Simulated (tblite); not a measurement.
C5H12Si2.
SMILES with atom numbers: `[CH2:1]=[CH:2][Si@@H:3]1[CH2:4][SiH2:5][C@@H:6]1[CH3:7]` (hydrogens: H8, H9 on C1; H10 on C2; H11 on Si3; H12, H13 on C4; H14, H15 on Si5; H16 on C6; H17, H18, H19 on C7)

Computed with GFN2-xTB (tblite), gas phase: Langevin dynamics at 400 K from the optimised GFN2-xTB geometry, time step 0.5 fs, friction 0.01 fs⁻¹, 2000 steps.

Start geometry:
```
atom  x, y, z in Å
C1      2.151   -0.106    1.204
C2      2.066   -0.170   -0.115
Si3     0.576    0.431   -1.096
C4     -0.280    1.961   -0.313
Si5    -1.716    0.897    0.378
C6     -1.025   -0.564   -0.670
C7     -0.865   -1.916    0.011
H8      1.364    0.331    1.798
H9      3.001   -0.479    1.756
H10     2.884   -0.619   -0.664
H11     0.933    0.529   -2.519
H12     0.304    2.508    0.421
H13    -0.607    2.688   -1.052
H14    -1.625    0.668    1.823
H15    -3.073    1.339    0.045
H16    -1.633   -0.710   -1.566
H17    -0.244   -1.827    0.900
H18    -0.390   -2.634   -0.657
H19    -1.832   -2.320    0.310
```

The statistics below take the 31 frames saved every 25 fs from 250 to 1000 fs; their kinetic temperature (all 3N coordinates) averages 391 K.

**Question.** Give the mean, spread and extremes of the bond lengths.

**Answer.** 
```tsv
bond	start (Å)	mean (Å)	standard deviation (Å)	shortest (Å)	longest (Å)
C1=C2	1.323	1.329	0.018	1.299	1.364
C2–Si3	1.882	1.892	0.029	1.831	1.959
Si3–C4	1.921	1.923	0.045	1.842	2.055
C4–Si5	1.916	1.927	0.067	1.829	2.054
Si5–C6	1.926	1.940	0.050	1.838	2.058
C6–C7	1.522	1.527	0.035	1.458	1.602
Si3–C6	1.933	1.944	0.054	1.857	2.072
C1–H8	1.079	1.092	0.049	1.010	1.181
C1–H9	1.080	1.085	0.031	1.029	1.165
C2–H10	1.083	1.087	0.035	1.010	1.139
Si3–H11	1.470	1.477	0.031	1.417	1.548
C4–H12	1.086	1.088	0.028	1.023	1.146
C4–H13	1.086	1.089	0.035	1.035	1.150
Si5–H14	1.466	1.479	0.045	1.401	1.546
Si5–H15	1.465	1.479	0.048	1.391	1.593
C6–H16	1.093	1.098	0.031	1.040	1.167
C7–H17	1.088	1.096	0.038	1.018	1.172
C7–H18	1.090	1.096	0.023	1.055	1.156
C7–H19	1.090	1.098	0.033	1.041	1.165
```

**Question.** How far does each atom move about its mean position (frames aligned on the start, all atoms weighted alike), and what rms force does it feel?

**Answer.** 
```tsv
atom	rms displacement (Å)	rms force (eV/Å)
C1	0.27	2.31
C2	0.20	1.69
Si3	0.14	1.34
C4	0.16	2.11
Si5	0.14	1.65
C6	0.11	1.68
C7	0.14	2.18
H8	0.56	1.56
H9	0.33	1.00
H10	0.46	1.27
H11	0.28	0.58
H12	0.34	0.96
H13	0.29	1.12
H14	0.32	0.83
H15	0.31	0.85
H16	0.20	1.02
H17	1.01	1.32
H18	1.01	0.82
H19	0.88	1.09
```

The displacements run from 0.11 to 1.01 Å.

**Question.** Follow the torsion C1–C2–Si3–C4 through every second one of these frames.

**Answer.** 
```csv
t (fs),C1–C2–Si3–C4 (°)
250,33
300,47
350,36
400,38
450,17
500,12
550,21
600,11
650,-15
700,-3
750,-14
800,4
850,-7
900,-11
950,-14
1000,-29
```

Largest departure from the start value over all these frames: C1–C2–Si3–C4 63° (start 34°).

The run is classical and short, so these are rough statistics of one trajectory.

What follows is the cost of the whole dynamics run. Hardware: one thread, Intel Xeon Platinum 8488C (x86_64), shared host with 96 logical CPUs at a one-minute load of 27. Cost: 19 s, 0.19 GiB resident at most.
